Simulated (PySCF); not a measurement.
# Electron correlation in Ar⁺ (argon, charge +1)

[Ne] 3s2 3p5, 2P determinant. Calculation: PySCF 2.14, in cc-pV(D+d)Z; the non-relativistic Hamiltonian (point nucleus). Frozen: [Ne]; 7 electrons correlated.

MP2 pair energies summed by pair of shells (mhartree):

| pair | energy | share (%) |
| --- | --- | --- |
| 3p-3p | -79.80 | 68.4 |
| 3s-3p | -30.06 | 25.7 |
| 3s-3s | -6.88 | 5.9 |

Total MP2 correlation energy: -116.74 mhartree.

Same-spin part -29.56 and opposite-spin part -87.18 mhartree; SCS-MP2 scales them by 1/3 and 6/5 to -114.47 mhartree.

```csv
level,correlation energy (mhartree)
CCSD,-136.02
(T),-1.43
CCSD(T),-137.45
```

Diagnostics: T1 = 0.0050, D1 = 0.0183, largest double amplitude 0.053.

Cost of the coupled-cluster step: 0.08 s of wall time on 1 thread of Intel(R) Xeon(R) 6975P-C (shared host), for 7 correlated electrons.
